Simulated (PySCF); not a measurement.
Nb⁺: ionisation energy

Nb⁺ [Kr] 4d4 (5D) → Nb²⁺ [Kr] 4d3 (4F), as a difference of total energies. Computed with PySCF 2.14 in x2c-TZVPPall, with scalar relativity by spin-free X2C-1e. Correlated levels: valence: [Kr] frozen; valence and next inner shell: [Ar] 3d10 frozen. The calculations carry no spin-orbit coupling.

```tsv
method	ionisation energy (eV)	plus first-order spin-orbit estimate	difference from reference of that sum (eV)
UHF	13.068	13.020	-1.300
LDA	14.874	14.826	+0.506
PBE	14.597	14.549	+0.229
PBE0	14.387	14.339	+0.019
M06	13.996	13.948	-0.372
BLYP	14.281	14.233	-0.087
wB97X	13.899	13.850	-0.470
wB97M-V	14.179	14.130	-0.190
MP2 (valence)	13.608	13.560	-0.760
SCS-MP2 (valence)	13.248	13.200	-1.120
MP2 (valence and next inner shell)	14.098	14.050	-0.270
SCS-MP2 (valence and next inner shell)	13.721	13.673	-0.647
```

Reference: 14.32 eV (semi-empirical (NIST evaluation); NIST Atomic Spectra Database, ionization energies).

A first-order spin-orbit estimate (lowest level to lowest level, LS coupling) adds -0.048 eV.

Errors of the correlated levels include the incompleteness of this basis and the frozen core.
